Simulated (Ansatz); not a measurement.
Ga₅As₄H₁₆⁻, a cluster cut from zinc blende GaAs (hydrogen-capped), relaxed as a singlet with RKS PBE-D4/def2-SVP in Ansatz, starting from a model built from a lattice or polyhedron. Force threshold 0.03 eV/Å.

Start:

```xyz
25

Ga   -1.0623   -2.4416    0.9358
Ga   -2.6061    0.9011   -0.6142
Ga    0.0552    1.1338    2.3443
Ga    2.6193   -1.0866    0.2130
Ga    1.0579    2.2546   -1.3463
As   -1.8238   -0.1718    1.4224
As    0.7440   -2.3753   -0.6803
As   -0.7798    0.9671   -2.2664
As    1.8509    1.1907    0.7504
H    -2.2420   -3.2586    0.3778
H    -0.5812   -3.1367    2.2179
H    -3.7804    0.0599   -1.2292
H    -3.0957    2.2994   -0.3035
H     0.5326    0.4493    3.6402
H    -0.4311    2.5480    2.6527
H     3.1071   -1.7429    1.5092
H     3.7645   -1.0320   -0.8274
H     0.5917    3.7002   -1.0442
H     2.2151    2.2700   -2.3899
H    -2.9599   -0.2277    2.4557
H     1.1979   -3.7841   -0.9995
H     0.2443   -1.7103   -1.9589
H    -1.3156    1.6256   -3.5550
H    -0.3335   -0.4456   -2.5784
H     3.0310    2.0136    1.2739
```

Q: Estimate the energy that the relaxation releases and the steps that it takes.

A: 1.46 eV, in 8 steps; 33 s on 2 threads of AMD EPYC 7R13 on a shared host and a share (18 GiB) of an NVIDIA H100 80GB HBM3. The force fell under the threshold at step 7, but the optimiser went on. No frequencies were taken in this run, so the end may be a saddle point.

Q: Does the start keep its bonding and symmetry?

A: By distances, no bond broke or formed. The bond that changes most is Ga3–As9, from 2.40 to 2.51 Å (atoms count from 1). A close non-bonded pair moves further: H22–H24, from 1.52 to 2.33 Å. Point group Cs at the start, C2v at the end, both within 0.05 Å.

Q: Predict the relaxed structure.

A: 
```xyz
25

Ga   -1.292   -2.613    1.016
Ga   -2.901    0.856   -0.615
Ga    0.044    1.163    2.431
Ga    2.894   -1.058    0.196
Ga    1.286    2.412   -1.434
As   -1.753   -0.192    1.323
As    0.825   -2.409   -0.354
As   -0.870    1.251   -2.072
As    1.789    1.124    0.630
H    -2.378   -3.318    0.093
H    -0.823   -3.289    2.376
H    -3.834   -0.174   -1.388
H    -3.425    2.313   -0.257
H     0.590    0.350    3.684
H    -0.478    2.655    2.599
H     3.445   -1.704    1.540
H     3.791   -1.027   -1.116
H     0.850    3.902   -1.093
H     2.334    2.119   -2.594
H    -2.875   -0.222    2.366
H     1.282   -3.827   -0.709
H     0.407   -2.034   -1.777
H    -1.359    1.878   -3.381
H    -0.491   -0.094   -2.692
H     2.941    1.939    1.227
```
Bond lengths (bridged metal pairs left out): 10 × As–Ga 2.48 to 2.53 Å; 10 × Ga–H 1.59 Å; 6 × As–H 1.53 Å.
